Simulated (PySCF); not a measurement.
All values below come from PBE-D3(BJ)/def2-TZVP // PBE-D3(BJ)/def2-SVP (PySCF). Gas-phase values, no solvent. One relaxed conformer stands for a flexible species; it need not be the lowest. Excitations are Tamm–Dancoff values on a coarser integration grid. The basis has no diffuse functions, so Rydberg states are missing or too high.

Reference species (SMILES): `C1(C=O)([SiH3])CCCCC1` (O–C–C–Si torsion 100°) (neutral, multiplicity 1).

HOMO: -5.74 eV
S1–T1 gap (TDA): 0.58 eV

Changed species: `C1C[C@H](C=O)CC[C@H]1[SiH3]` (O–C–C–C torsion 1°).

### Question
What does the change do to the HOMO and S1–T1 gap (TDA)?

### Answer
the HOMO drops by 0.08 eV, to -5.82 eV; the S1–T1 gap (TDA) rises by 0.04 eV, to 0.62 eV.
